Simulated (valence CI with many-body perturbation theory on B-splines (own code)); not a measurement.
**Which ion has this spectrum?**

A relativistic CI+MBPT calculation for an atom or ion with 22 electrons gives these levels (cm⁻¹):

| J | Parity | E | g |
| --- | --- | --- | --- |
| 0 | even | 0 |  |
| 1 | even | 278043 | 1.49 |
| 4 | even | 363373 | 1.08 |
| 2 | even | 373119 | 1.24 |
| 3 | even | 399893 | 1.15 |
| 0 | even | 617946 |  |
| 2 | even | 631140 | 1.20 |
| 4 | even | 637938 | 1.15 |
| 3 | even | 652297 | 1.15 |
| 5 | even | 681310 | 1.08 |
| 6 | even | 702009 | 1.07 |
| 1 | even | 709036 | 1.12 |
| 4 | even | 738151 | 1.03 |
| 3 | even | 739487 | 1.09 |

The energies are calculated, and their last digits are not significant.

**Question.** Which is it?
A. Ho45+
B. Dy44+
C. Eu41+
D. Tm47+

**Answer.** B. Dy44+, ground level (3d3/2^4) J=0.
